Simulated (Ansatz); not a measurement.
Reaction (ligand exchange at the Si–N bond): `C=N[SiH2]N1BC1` + H–F → `C=N[SiH2]F` + `B1CN1`

Gas-phase electronic energies from Ansatz, PBE0-D4/def2-TZVP geometries. CCSD(T)/CBS adds triple-zeta CCSD(T) − MP2 to the extrapolated MP2 energy (def2 sets, frozen cores). This one scheme is used for every species. Functionals use def2-TZVPP. One conformer a species, not always the lowest.

Is it downhill or uphill in electronic energy at CCSD(T)/CBS, and by how much? (Estimate.)

Computed: Downhill: ΔE = -0.64 eV.

What do these levels give: PBE, r2SCAN, HF/def2-QZVPP, MP2/def2-QZVPP, MP2/CBS(def2), CCSD/CBS(def2)? (Estimate.)

The calculation gave: PBE -0.75, r2SCAN -0.74, HF/def2-QZVPP -0.84, MP2/def2-QZVPP -0.60, MP2/CBS(def2) -0.59, CCSD/CBS(def2) -0.67 eV.

Largest T1 diagnostic among the species: 0.014.

The D4 term adds +0.13 eV with B3LYP and +0.07 eV with PBE0; it sums over pairs of atoms, weighted by their polarisabilities, and B3LYP, whose exchange is more repulsive, gets the larger term. In def2-TZVPP, CCSD(T) changes the Hartree–Fock value by +0.19 eV (the triples alone add +0.03 eV) and MP2 by +0.23 eV.

B3LYP here is the variant with VWN-RPA as its local correlation; programs differ in this.
